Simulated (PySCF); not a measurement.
Species: CH2Br3Si (charge -1, singlet). It need not be the lowest isomer of its formula. Whether it binds its extra electron was not tested at this geometry. SMILES: Br[Si]([CH2-])(Br)Br
Geometry from a B3LYP-D3(BJ)/def2-TZVP (Ansatz) optimisation:
```
Si
C 1 1.7198
H 2 1.0849 1 118.69
H 2 1.0849 3 116.08 1 151.31
Br 1 2.2917 2 112.65 3 -44.19
Br 1 2.2917 2 112.65 3 -165.26
Br 1 2.3859 2 125.37 3 75.28
```
Charge -1, spin multiplicity 1.

Dispersion corrections to the total energy (kcal/mol) from the dftd3 and dftd4 libraries through PySCF: D3(BJ) without and D4 with the three-body term, each with the damping fitted for the functional named.

| functional | D3(BJ) | D4 |
|---|---|---|
| PBE0 | -6.20 | -6.42 |
| HF | -43.81 | -21.68 |
| B2GP-PLYP | ___ | -3.28 |
| B2PLYP | -6.92 | -5.20 |
| HSE06 | -5.69 | ___ |
| B3LYP | ___ | -12.26 |
| BLYP | -15.29 | -15.61 |

Task: Some entries are withheld; supply them.

Result: 
- B2GP-PLYP, D3(BJ): -7.97
- HSE06, D4: -6.14
- B3LYP, D3(BJ): -12.86
